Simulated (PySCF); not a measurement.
## Bi (bismuth, neutral) across methods

[Xe] 4f14 5d10 6s2 6p3, high-spin 4S determinant. Computed with PySCF 2.14 in x2c-TZVPPall (11s7p6d3f, 83 functions), with the spin-free X2C one-electron Hamiltonian (Gaussian nucleus). The B2PLYP total includes its PT2 part (frozen core); its orbital energies are those of the SCF part.

| method | E (hartree) | mean ε 6s α (eV) | mean ε 6s β (eV) | mean ε 6p α (eV) | Σ⟨r²⟩ (bohr²) | ⟨S²⟩ |
| --- | --- | --- | --- | --- | --- | --- |
| BHandHLYP | -21535.07 | -18.188 | -15.134 | -6.909 | 73.82 | 3.752 |
| PBE0 | -21535.09 | -16.637 | -14.141 | -6.181 | 73.68 | 3.752 |
| LDA | -21522.51 | -15.039 | -13.703 | -5.247 | 73.89 | 3.751 |
| UHF | -21529.18353 | -21.209 | -15.689 | -8.691 | 74.40 | 3.757 |
| r2SCAN | -21535.33 | -15.542 | -13.296 | -5.549 | 73.72 | 3.754 |
| B2PLYP | -21533.79 | -18.255 | -14.914 | -6.949 | 74.04 | 3.753 |
| PBE | -21535.38 | -14.805 | -13.230 | -5.139 | 73.92 | 3.751 |

Task: Estimate the same row for MN15.

Result: E (hartree) = -21549.62; mean ε 6s α (eV) = -17.580; mean ε 6s β (eV) = -15.009; mean ε 6p α (eV) = -6.712; Σ⟨r²⟩ (bohr²) = 73.08; ⟨S²⟩ = 3.752.

Spin-orbit coupling, which splits the p, d and f shells strongly at this Z, is absent. Spin-orbit coupling is strong in this species (close to jj coupling), so the high-spin LS determinant is a model state, not a physical level.
